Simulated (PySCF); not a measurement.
PySCF input file for CH₂FNOSi, SMILES [SiH2](OC#N)F, TDA-PBE/def2-SVPD. Geometry optimised at ωB97X-D3(BJ)/def2-SVP. This is a generated structure with no PubChem entry under its InChIKey; it may be hypothetical. The values are those of a single conformer.

```python
import numpy as np
from pyscf import gto, scf, dft, tdscf

mol = gto.M(
    atom='''
    N     2.62967407   -0.23550547   -0.13130192
    C     1.56734402   -0.07478488    0.30374101
    O     0.39606741    0.10682967    0.81130338
    Si   -1.08680065   -0.30295840    0.08776241
    F    -1.41908362    0.81340995   -1.02603527
    H    -2.06329585   -0.22415886    1.18567280
    H    -0.93006428   -1.61250266   -0.57378863
    ''',
    basis='def2-SVPD',
    charge=0,
    spin=0,
    max_memory=1600,
    verbose=4,
)
mf = dft.RKS(mol, xc='pbe').density_fit(auxbasis='def2-universal-jkfit')
mf.grids.level = 3
mf.conv_tol = 1e-9
mf.max_cycle = 100
mf.kernel()
mf.grids = dft.Grids(mol).set(level=1).build(with_non0tab=True)  # coarser grid for the response kernel
td = tdscf.TDA(mf)
td.singlet = True
td.nstates = 10
td.conv_tol = 1e-4
td.positive_eig_threshold = 1e-6
td.kernel(x0=td.get_init_guess(mf, 15))
td.analyze()
tt = tdscf.TDA(mf)
tt.singlet = False
tt.nstates = 4
tt.conv_tol = 1e-4
tt.positive_eig_threshold = 1e-6
tt.kernel(x0=tt.get_init_guess(mf, 9))
tt.analyze(verbose=3)
```

It prints:

```
PySCF version 2.14.0

[INPUT] verbose = 4
[INPUT] num. atoms = 7
[INPUT] num. electrons = 46
[INPUT] charge = 0
[INPUT] spin (= nelec alpha-beta = 2S) = 0
[INPUT] symmetry False subgroup None
[INPUT] Mole.unit = angstrom
[INPUT] Symbol           X                Y                Z      unit          X                Y                Z       unit  Magmom
[INPUT]  1 N      2.629674070000  -0.235505470000  -0.131301920000 AA    4.969363789170  -0.445040839137  -0.248124668430 Bohr   0.0
[INPUT]  2 C      1.567344020000  -0.074784880000   0.303741010000 AA    2.961850940775  -0.141322941458   0.573987321699 Bohr   0.0
[INPUT]  3 O      0.396067410000   0.106829670000   0.811303380000 AA    0.748458931766   0.201878818278   1.533141192134 Bohr   0.0
[INPUT]  4 Si    -1.086800650000  -0.302958400000   0.087762410000 AA   -2.053755580499  -0.572508403136   0.165846918932 Bohr   0.0
[INPUT]  5 F     -1.419083620000   0.813409950000  -1.026035270000 AA   -2.681679389656   1.537122032496  -1.938925654444 Bohr   0.0
[INPUT]  6 H     -2.063295850000  -0.224158860000   1.185672800000 AA   -3.899064070452  -0.423598853795   2.240596865346 Bohr   0.0
[INPUT]  7 H     -0.930064280000  -1.612502660000  -0.573788630000 AA   -1.757566767441  -3.047188402533  -1.084303364089 Bohr   0.0

nuclear repulsion = 209.215111759646
number of shells = 52
number of NR pGTOs = 188
number of NR cGTOs = 126
basis = def2-SVPD
ecp = {}


[settings echo left out]
init E= -558.474475139106
  HOMO = -0.345454866189384  LUMO = -0.056262365990674  gap/eV = 7.86933
cycle= 1 E= -557.832469988017  delta_E= 0.642  |g|= 0.823  |ddm|= 3.73
  HOMO = -0.198462156747389  LUMO = -0.0657368004725152  gap/eV = 3.61164
cycle= 2 E= -557.197834076478  delta_E= 0.635  |g|= 1.92  |ddm|= 2.77
  HOMO = -0.277110985869609  LUMO = -0.0497301809662511  gap/eV = 6.18735
cycle= 3 E= -557.924774443244  delta_E= -0.727  |g|= 0.441  |ddm|= 2.17
  HOMO = -0.28158381307921  LUMO = -0.0568522278905741  gap/eV = 6.11526
cycle= 4 E= -557.963329909129  delta_E= -0.0386  |g|= 0.11  |ddm|= 0.404
  HOMO = -0.2871322285256  LUMO = -0.0562863807959411  gap/eV = 6.28164
cycle= 5 E= -557.965546395769  delta_E= -0.00222  |g|= 0.0413  |ddm|= 0.152
  HOMO = -0.283728886468746  LUMO = -0.0567694837480062  gap/eV = 6.17588
cycle= 6 E= -557.965862461163  delta_E= -0.000316  |g|= 0.0137  |ddm|= 0.0501
  HOMO = -0.283397815887977  LUMO = -0.0567105489621187  gap/eV = 6.16847
cycle= 7 E= -557.965896808996  delta_E= -3.43e-05  |g|= 0.00316  |ddm|= 0.0137
  HOMO = -0.283683592638546  LUMO = -0.0565526833090546  gap/eV = 6.18055
cycle= 8 E= -557.965899190689  delta_E= -2.38e-06  |g|= 0.000285  |ddm|= 0.0039
  HOMO = -0.283647247490151  LUMO = -0.0565448736170744  gap/eV = 6.17977
cycle= 9 E= -557.965899209102  delta_E= -1.84e-08  |g|= 8.27e-05  |ddm|= 0.00057
  HOMO = -0.283660815664604  LUMO = -0.0565523875882001  gap/eV = 6.17994
cycle= 10 E= -557.965899210798  delta_E= -1.7e-09  |g|= 2.04e-05  |ddm|= 0.000158
  HOMO = -0.283659989070591  LUMO = -0.0565515049487018  gap/eV = 6.17994
cycle= 11 E= -557.96589921088  delta_E= -8.23e-11  |g|= 9.23e-06  |ddm|= 3.66e-05
  HOMO = -0.283659636801375  LUMO = -0.056551776132264  gap/eV = 6.17992
Extra cycle  E= -557.965899210772  delta_E= 1.09e-10  |g|= 2.42e-05  |ddm|= 3.17e-05
converged SCF energy = -557.965899210772
tot grids = 32136
Overwritten attributes  positive_eig_threshold  of <class 'pyscf.tdscf.rks.TDA'>


******** <class 'pyscf.tdscf.rks.TDA'> for <class 'pyscf.df.df_jk.DFRKS'> ********
nstates = 10 singlet
deg_eia_thresh = 1.000e-03
wfnsym = None
conv_tol = 0.0001
eigh lindep = 1e-12
eigh level_shift = 0
eigh max_cycle = 100


Excitation energies (eV)
[6.27857239 6.45090215 6.50904563 6.61558017 7.19839932 7.36776537
 7.38455321 7.74273064 7.95158711 7.99993149]

** Singlet excitation energies and oscillator strengths **
Excited State   1:      6.27857 eV    197.47 nm  f=0.0085
      23 -> 24        0.70025
Excited State   2:      6.45090 eV    192.20 nm  f=0.0085
      22 -> 24       -0.51083
      22 -> 25        0.12213
      23 -> 25       -0.46995
Excited State   3:      6.50905 eV    190.48 nm  f=0.0275
      22 -> 24        0.44576
      22 -> 25       -0.14606
      23 -> 25       -0.51244
Excited State   4:      6.61558 eV    187.41 nm  f=0.0023
      22 -> 24        0.18642
      22 -> 25        0.67897
Excited State   5:      7.19840 eV    172.24 nm  f=0.0126
      21 -> 24        0.70276
Excited State   6:      7.36777 eV    168.28 nm  f=0.0029
      21 -> 25       -0.70023
Excited State   7:      7.38455 eV    167.90 nm  f=0.0013
      23 -> 26       -0.69828
Excited State   8:      7.74273 eV    160.13 nm  f=0.0307
      22 -> 26        0.64489
      22 -> 28       -0.14133
      22 -> 29        0.10510
      23 -> 27       -0.14919
      23 -> 28        0.11926
Excited State   9:      7.95159 eV    155.92 nm  f=0.0051
      23 -> 27       -0.66456
      23 -> 28       -0.18268
Excited State  10:      7.99993 eV    154.98 nm  f=0.0038
      20 -> 24       -0.69973

** Transition electric dipole moments (AU) **
state          X           Y           Z        Dip. S.      Osc.
  1         0.2246     -0.0500      0.0495      0.0554      0.0085
  2         0.2225      0.0644     -0.0016      0.0536      0.0085
  3         0.4149      0.0108     -0.0149      0.1725      0.0275
  4         0.0148     -0.0261     -0.1149      0.0141      0.0023
  5         0.2611     -0.0417     -0.0406      0.0716      0.0126
  6        -0.0970     -0.0622      0.0520      0.0160      0.0029
  7        -0.0440     -0.0612     -0.0383      0.0071      0.0013
  8         0.3657      0.1655      0.0258      0.1618      0.0307
  9        -0.0822      0.1277     -0.0547      0.0261      0.0051
 10        -0.1137      0.0494      0.0634      0.0194      0.0038

** Transition velocity dipole moments (imaginary part, AU) **
state          X           Y           Z        Dip. S.      Osc.
  1         0.0286      0.0011     -0.0021      0.0008      0.0024
  2         0.0287     -0.0015     -0.0093      0.0009      0.0026
  3         0.0598     -0.0031      0.0097      0.0037      0.0103
  4         0.0113      0.0029     -0.0126      0.0003      0.0008
  5         0.0601     -0.0039     -0.0100      0.0037      0.0094
  6        -0.0258      0.0037      0.0099      0.0008      0.0019
  7        -0.0076     -0.0213     -0.0042      0.0005      0.0013
  8         0.0672      0.0424      0.0208      0.0067      0.0158
  9        -0.0098      0.0224     -0.0115      0.0007      0.0017
 10        -0.0208      0.0031      0.0070      0.0005      0.0011

** Transition magnetic dipole moments (imaginary part, AU) **
state          X           Y           Z
  1         0.1419      0.0498      0.1987
  2        -0.0933     -0.0926     -0.0552
  3         0.1977     -0.3794     -0.0773
  4        -0.2129     -0.2773      0.1373
  5         0.0605     -0.2456      0.1004
  6         0.0327      0.0547      0.0301
  7         0.0322     -0.0311      0.0275
  8         0.0318     -0.2174     -0.0457
  9        -0.1957     -0.1421     -0.5227
 10        -0.2237     -1.0486      0.7755


******** <class 'pyscf.tdscf.rks.TDA'> for <class 'pyscf.df.df_jk.DFRKS'> ********
nstates = 4 triplet
deg_eia_thresh = 1.000e-03
wfnsym = None
conv_tol = 0.0001
eigh lindep = 1e-12
eigh level_shift = 0
eigh max_cycle = 100


Excitation energies (eV)
[6.04732122 6.17180453 6.28206844 6.45790772]

** Triplet excitation energies and oscillator strengths **
Excited State   1:      6.04732 eV    205.02 nm  f=0.0000
Excited State   2:      6.17180 eV    200.89 nm  f=0.0000
Excited State   3:      6.28207 eV    197.36 nm  f=0.0000
Excited State   4:      6.45791 eV    191.99 nm  f=0.0000
```

The run converged.

Cost: around 40 core-seconds (rough).
